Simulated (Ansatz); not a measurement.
Cost and result for the atomization energy of ClGeH6NO2Si, SMILES `[OH][GeH2][NH][SiH](O)Cl` (12 atoms, 11 bonds).

```xyz
12

O    -0.129   -1.827   -0.967
Ge   -1.232   -0.419   -0.805
N    -0.166    0.971   -0.274
Si    0.943    0.866    1.025
O     1.229   -0.709    1.308
Cl    0.204    1.669    2.768
H     0.398   -1.794   -1.770
H    -2.215   -0.885    0.269
H    -1.873   -0.053   -2.152
H    -0.314    1.858   -0.730
H     2.160    1.649    0.731
H     0.993   -1.325    0.597
```

Total charge 0; spin multiplicity 1. Correlated methods include outer-core shells of Ge, which these sets cover unevenly. Scalar relativity is left out up to krypton. The geometry is a stationary point of PBE0-D4/def2-TZVP. It is one conformer, not always the lowest. Program: Ansatz. All runs use 2 threads of an AMD EPYC 7R13 on a shared host and a share of an NVIDIA H100 80 GB. Times are those of one run each, without the atoms' runs, and a repeat can differ threefold. Electronic energies, without spin–orbit coupling; frozen cores. CCSD(T)/CBS adds CCSD(T) − MP2 in def2-TZVPP to the MP2 limit, and its time is that of the two runs behind it. T1 = 0.011. With those shells the extrapolation isn't a true limit. B3LYP takes the VWN-RPA correlation (the form of Gaussian; ORCA's B3LYP/G).

CCSD(T)/CBS is a level of theory with its own doubt, some kJ/mol a heavy atom from the limit and from the frozen cores, so smaller differences don't rank the functionals.

```csv
level,functions,wall time
PBE0-D4/def2-TZVPP,309,2.2 s
PBE-D4/def2-TZVPP (with forces),309,2.6 s
r2SCAN-D4/def2-TZVPP (with forces),309,2.7 s
B2PLYP/def2-TZVPP,309,2.8 s
B3LYP-D4/def2-TZVPP (with forces),309,3 s
ωB97X-V/def2-TZVPP,309,3.6 s
ωB97M-V/def2-TZVPP (with forces),309,3.9 s
MP2/def2-QZVPP,580,4.7 s
CCSD(T)/def2-TZVPP,309,6 s
CCSD(T)/CBS(def2),–,11 s
```

Task: What atomization energy does each give, and how far from CCSD(T)/CBS? (Estimate.)

Result: Computed: 
```json
{"level": "PBE0-D4/def2-TZVPP", "atomization (kJ/mol)": "4112.2", "difference from CCSD(T)/CBS": "-79.6", "per bond": "-7.2"}
{"level": "PBE-D4/def2-TZVPP (with forces)", "atomization (kJ/mol)": "4196.5", "difference from CCSD(T)/CBS": "4.7", "per bond": "0.4"}
{"level": "r2SCAN-D4/def2-TZVPP (with forces)", "atomization (kJ/mol)": "4161.1", "difference from CCSD(T)/CBS": "-30.7", "per bond": "-2.8"}
{"level": "B2PLYP/def2-TZVPP", "atomization (kJ/mol)": "4101.2", "difference from CCSD(T)/CBS": "-90.6", "per bond": "-8.2"}
{"level": "B3LYP-D4/def2-TZVPP (with forces)", "atomization (kJ/mol)": "4133.2", "difference from CCSD(T)/CBS": "-58.6", "per bond": "-5.3"}
{"level": "ωB97X-V/def2-TZVPP", "atomization (kJ/mol)": "4188.4", "difference from CCSD(T)/CBS": "-3.4", "per bond": "-0.3"}
{"level": "ωB97M-V/def2-TZVPP (with forces)", "atomization (kJ/mol)": "4171.9", "difference from CCSD(T)/CBS": "-19.9", "per bond": "-1.8"}
{"level": "MP2/def2-QZVPP", "atomization (kJ/mol)": "4229.7", "difference from CCSD(T)/CBS": "37.9", "per bond": "3.4"}
{"level": "CCSD(T)/def2-TZVPP", "atomization (kJ/mol)": "4059.7", "difference from CCSD(T)/CBS": "-132.1", "per bond": "-12.0"}
{"level": "CCSD(T)/CBS(def2)", "atomization (kJ/mol)": "4191.8", "difference from CCSD(T)/CBS": "0.0", "per bond": "0.0"}
```

In def2-TZVPP, CCSD(T) changes the Hartree–Fock value by +1180.1 kJ/mol (the triples alone add +71.3 kJ/mol) and MP2 by +1271.2 kJ/mol; breaking electron pairs costs correlation energy, which Hartree–Fock lacks. From PBE to PBE0 (25 % exact exchange), in def2-TZVPP and without D4, the atomization energy moves by −79.3 kJ/mol: exact exchange takes away binding that semilocal exchange gives to molecules. The D4 term adds +54.9 kJ/mol with B3LYP and +29.0 kJ/mol with PBE0; it sums over pairs of atoms, weighted by their polarisabilities, and B3LYP, whose exchange is more repulsive, gets the larger term.
